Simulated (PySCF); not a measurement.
Molecule: SMILES COc1cccnc1, C6H7NO.

Atoms are numbered as in `[CH3:1][O:2][c:3]1[cH:4][cH:5][cH:6][n:7][cH:8]1`; H(Xn) means a hydrogen on atom n.

Geometry PBE0-D3(BJ)/def2-SVP throughout; GIAO in PySCF 2.14.0 with density-fitted response routines, gas phase, one conformer, non-relativistic; equivalent atoms averaged; functional PBE0.

Q: How do the shifts δ (against TMS, H2O, NH3 at the same level) depend on the basis set? (a selection of nuclei; ppm; last column core-seconds on shared hosts with different chips, so compare them loosely)

A: 
```tsv
basis set	functions	C6	C8	C4	O2	N7	H(C6)	H(C5)	H(C4)	H(C1)	core-s
STO-3G	47	114.8	110.4	103.2	39.6	272.4	8.21	6.99	6.88	2.93	5.9
pcSseg-0	86	154.7	144.0	135.1	93.3	391.1	8.77	7.26	7.23	4.16	13
6-31G	86	137.5	127.8	120.6	71.6	335.7	8.65	7.34	7.24	4.01	14
6-31G*	126	135.5	126.3	117.7	68.8	317.9	8.31	7.02	6.90	3.73	22
cc-pVDZ	147	140.3	130.3	122.0	92.3	343.4	8.34	7.03	7.00	3.62	28
def2-SVP	147	139.2	129.5	121.4	88.5	343.7	8.10	6.99	7.03	3.54	26
pcSseg-1	171	147.4	135.3	128.8	95.5	367.1	8.40	7.16	7.26	3.76	21
aug-cc-pVDZ	247	141.3	130.9	121.7	83.1	336.8	8.59	7.38	7.34	3.90	59
6-311+G(2d,p)	258	145.7	134.4	126.9	87.4	352.7	8.51	7.29	7.31	3.77	57
def2-TZVP	290	146.9	135.5	128.3	92.2	361.7	8.51	7.29	7.27	3.76	75
```

Q: Which nucleus among those listed moves most, in ppm?

A: N7 (pyridine-type ring nitrogen): from 272.4 ppm with STO-3G to 391.1 ppm with pcSseg-0. The smallest spread is 0.39 ppm, at H(C5). Proton shifts span only some 12 ppm, so a few tenths of a ppm matter as much there as several ppm in carbon.

Q: Taking the largest basis, def2-TZVP (290 functions), as the yardstick, rank the others by their worst heavy-atom deviation.

A: pcSseg-1 5.4 ppm (171 functions), 6-311+G(2d,p) 9.0 ppm (258 functions), def2-SVP 18.0 ppm (147 functions), cc-pVDZ 18.3 ppm (147 functions), aug-cc-pVDZ 24.9 ppm (247 functions), 6-31G 26.1 ppm (86 functions), pcSseg-0 29.4 ppm (86 functions), 6-31G* 43.8 ppm (126 functions), STO-3G 89.3 ppm (47 functions).

A small basis that lands close on one nucleus may do so by chance; judge by the trend and by all nuclei.
